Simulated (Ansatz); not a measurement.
A run for Ansatz (a quantum-chemistry and plane-wave program): R-B3LYP/def2-TZVPPD on GeH4 (SMILES [GeH4]) with ghost functions, monomers drawn apart or pushed together. Files ending in .json are basis or fitting sets from the Basis Set Exchange.

Ansatz 0.2 input:
```yaml
crystal:
  periodic: [false, false, false]
  atoms:
    - {symbol: Ge, position_ang: [0.38586101, -1.18945993, 6.34240561]}
    - {symbol: H, position_ang: [1.61022900, -0.58135307, 5.64242123]}
    - {symbol: H, position_ang: [0.71935898, -1.44244884, 7.82098246]}
    - {symbol: H, position_ang: [0.01488397, -2.51658339, 5.66625643]}
    - {symbol: H, position_ang: [-0.79545651, -0.21351947, 6.24511077]}
basis:
  gaussian:
    orbitals: def2-TZVPPD.json
    ghost_atoms:
      - {symbol: N, position_ang: [-0.44036939, 0.51231994, 0.14198750]}
      - {symbol: N, position_ang: [-0.11509484, 1.18972059, -0.64869821]}
hamiltonian:
  xc: {name: B3LYP}
scf: {lower_state_search: off}
```

Output:

```
Functional definition: B3LYP
[...]
these checks for a lower state are left out or cut short: stability, starts, cluster_reference, orbital_swaps, neighbouring_geometries, increment
integrals: 0.08 GiB planned
1004 factors; their error is unknown
mean field: 0.73 GiB planned
mean field evaluation 1: about -56583.9187 eV, gradient 1.9e1 eV
mean field evaluation 2: about -56584.1549 eV, gradient 1.8e1 eV
mean field evaluation 4: about -56584.3423 eV, gradient 3.8e-1 eV
mean field evaluation 8: about -56584.5263 eV, gradient 1.3e-3 eV
mean field -56584.52634595 eV, -2079.4429888442 hartree, gradient 1.5e-6 eV, S^2 0.000000; 0 other end points of the search recorded, 0 dependent functions left out
reference -56584.52655954 eV, -2079.4429966935 hartree; 18, 18 occupied and 178, 178 virtual orbitals, 1004 factors
Total energy: -56584.52655954 eV, -2079.4429966935 hartree
Checks for a lower state left out: stability, starts, cluster_reference, orbital_swaps, neighbouring_geometries, increment
```

The run converged.

Cost: around 1.8 core-seconds (rough).
